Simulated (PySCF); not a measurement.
# TDDFT excited states: C4H6F2O2

Compound: C4H6F2O2.
SMILES: `C=C(F)OCOCF`

Method used: TDDFT PBE0/def2-SVPD, vertical, gas phase, core orbitals frozen in the response in PySCF 2.14.0, density-fitted response routines. The structure is a single GFN2-xTB conformer in the gas phase; no vibrational or solvent corrections. Torsions of this conformer, `[CH2:1]=[C:2]([F:3])[O:4][CH2:5][O:6][CH2:7][F:8]`: C1–C2–O4–C5 180°, C2–O4–C5–O6 -174°, O4–C5–O6–C7 -69°, C5–O6–C7–F8 -70°.

| state | E (eV) | λ (nm) | f | \|μ\| (D) | main configurations (H = HOMO, L = LUMO) |
| --- | --- | --- | --- | --- | --- |
| S1 | 6.37 | 194.7 | 0.030 | 1.12 | H→L (88%) |
| S2 | 7.19 | 172.5 | 0.352 | 3.59 | H→L+1 (71%), H→L+2 (11%) |
| S3 | 7.23 | 171.5 | 0.066 | 1.55 | H→L+3 (77%), H→L+1 (9%) |
| S4 | 7.40 | 167.5 | 0.052 | 1.37 | H→L+2 (71%), H→L+1 (9%) |
| S5 | 7.71 | 160.9 | 0.0066 | 0.47 | H→L+4 (88%) |
| S6 | 7.74 | 160.1 | 0.0035 | 0.34 | H→L+5 (62%), H→L+6 (13%), H→L+9 (9%) |
| S7 | 8.09 | 153.3 | 0.0014 | 0.21 | H→L+6 (68%), H→L+5 (21%) |
| S8 | 8.42 | 147.2 | 0.0008 | 0.16 | H→L+7 (81%) |

Triplets, Tamm–Dancoff:

```json
{"state": "T1", "E (eV)": "4.47", "λ (nm)": "277.3", "main configurations (H = HOMO, L = LUMO)": "H→L+1 (88%)"}
{"state": "T2", "E (eV)": "6.19", "λ (nm)": "200.2", "main configurations (H = HOMO, L = LUMO)": "H→L (81%)"}
{"state": "T3", "E (eV)": "7.09", "λ (nm)": "175.0", "main configurations (H = HOMO, L = LUMO)": "H→L+3 (66%), H→L+2 (15%), H→L+5 (12%)"}
```

The lowest singlet lies at 6.37 eV (195 nm, vacuum ultraviolet) and is of moderate strength; its leading configuration is HOMO→LUMO (88%). The most intense listed level is S2 at 7.19 eV (173 nm, f = 0.352), 0.82 eV above S1. Löwdin shares by element: HOMO carbon 61% or more, oxygen 20% or more, fluorine 6% or more; LUMO carbon 54% (atoms not listed hold the other 46%). Weighted by f, the mean energy of these states is 7.18 eV. The oscillator strengths of these states sum to 0.513; summed over the whole spectrum of an exact calculation they would give the number of electrons, 64 (Thomas–Reiche–Kuhn). Of the 8 states listed, 4 reach f = 0.01 and none stays under 0.0005. No computed singlet lies in the visible range (380 to 750 nm); the lowest, at 195 nm, stands 3.11 eV above its violet end (3.26 eV). Only the lowest 8 singlets were computed, as vertical energies without vibronic structure.

Hardware: one thread, Arm Neoverse N1 (aarch64), no GPU, on a shared host. Cost: 67 s wall (with the writing of density and orbital grids), 0.84 GiB resident at most.
